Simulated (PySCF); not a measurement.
A ladder of Hamiltonians for Dy(54+) (dysprosium, charge +54)

Occupied: 1s1/2, 2s1/2, 2p1/2, 2p3/2, 3s1/2. Hartree-Fock calculated with PySCF 2.14 in an even-tempered Gaussian basis (20 s from 6.7 bohr⁻², ratio 2.3; 16 p from 8.1 bohr⁻², ratio 2.3), Gaussian nucleus throughout. NR is non-relativistic, sf-X2C the spin-free one-electron X2C Hamiltonian, X2C adds the bare one-electron spin-orbit term, X2C-SNSO screens it by Boettger's factors, DC is four-component Dirac-Coulomb, and the Gaunt and Breit terms are added at first order (total energies over the DC spinors, levels after relaxing the spinors in that mean field). QED terms are absent. Levels marked empty are virtual spinors of this ion; the basis has s and p functions only, so 3d, which can lie below the n = 4 levels, is absent.

| Hamiltonian | E (hartree) |
| --- | --- |
| NR | -8519.6270 |
| sf-X2C | -8988.9048 |
| X2C | -8996.5578 |
| X2C-SNSO | -8996.0743 |
| DC | -8999.7261 |
| DC+Gaunt | -8989.6175 |
| DC+Breit | -8990.5102 |

```
   level (eV)        NR    sf-X2C       X2C  X2C-SNSO        DC  DC+Gaunt  DC+Breit
        1s1/2  -54769.2  -58234.3  -58225.5  -58226.0  -58287.2  -58123.1  -58134.0
        2s1/2  -12076.2  -13052.3  -13050.1  -13050.3  -13058.5  -13041.0  -13042.2
        2p1/2  -11723.1  -12047.8  -12653.5  -12632.6  -12637.4  -12607.0  -12610.1
        2p3/2  -11723.1  -12047.8  -11794.5  -11801.8  -11807.7  -11786.8  -11789.9
        3s1/2   -4996.6   -5301.6   -5301.3   -5301.3   -5303.2   -5298.6   -5299.2
3p1/2 (empty)   -4791.5   -4919.5   -5075.9   -5070.5   -5071.7   -5064.0   -5065.1
3p3/2 (empty)   -4791.5   -4919.5   -4853.4   -4855.3   -4856.5   -4851.3   -4852.3
4s1/2 (empty)   -2673.4   -2800.4   -2800.2   -2800.2   -2801.0   -2799.2   -2799.4
```

Task: How large are the two-electron picture-change error of X2C and the Breit correction in the total energy?

Result: X2C-1e lies 3.1683 hartree above Dirac-Coulomb; Gaunt adds 10.1086 and the full Breit term 9.2159 hartree.

```csv
interval (eV),X2C,X2C-SNSO,DC,DC+Gaunt,DC+Breit
2p3/2 − 2p1/2,859.0,830.7,829.7,820.2,820.1
3p3/2 − 3p1/2,222.5,215.2,215.2,212.8,212.7
```

Weight of the small component: 1s1/2 0.0608, 2s1/2 0.0140, 2p1/2 0.0139, 2p3/2 0.0129, 3s1/2 0.00542, 3p1/2 0.00531, 3p3/2 0.00506, 4s1/2 0.00278.

Koopmans' value for the highest occupied level at DC+Breit: 5299.2 eV, against an ionisation energy of 5296 ± 5 eV (theoretical estimate listed by NIST; NIST Atomic Spectra Database, ionization energies); the former lacks relaxation, correlation, QED and recoil.

The whole ladder took 240 s of wall time on 1 thread of Neoverse-N1 (shared host), launched as `OMP_NUM_THREADS=1 python relrun2.py TASK.json OUT` (a driver that calls PySCF for each Hamiltonian).
